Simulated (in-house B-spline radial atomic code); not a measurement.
A fraction x of an electron is added to 4p in Ga, starting from [Ar] 3d10 4s2 4p1 and keeping the highest spin. Computed with a B-spline radial code for spherical atoms: scalar-relativistic (X2C) r2SCAN0, spin-polarised, spherical fractional occupations, Fermi nucleus of rms radius 3.9973 fm.

Caution: exact exchange at fractional occupations of open shells leaves self-interaction of up to several eV.

```csv
x,E(x) - E(0) (eV),4p up level (eV)
0,0.0000,-2.783
0.1,-0.2543,-2.306
0.2,-0.4617,-1.844
0.3,?,?
0.4,-0.7422,-0.975
0.5,?,?
0.6,-0.8576,-0.197
```

Q: What belongs in the row x = 0.3?

A: An energy change of -0.6237 eV; 4p up at -1.399 eV.

Q: What belongs in the row x = 0.5?

A: An energy change of -0.8194 eV; 4p up at -0.572 eV.

Q: Check Janak's theorem between x = 0.1 and 0.2.

A: The slope of the energy is -2.07 eV; the orbital levels give -2.08 eV (ε of the filling orbital, averaged over the two points).
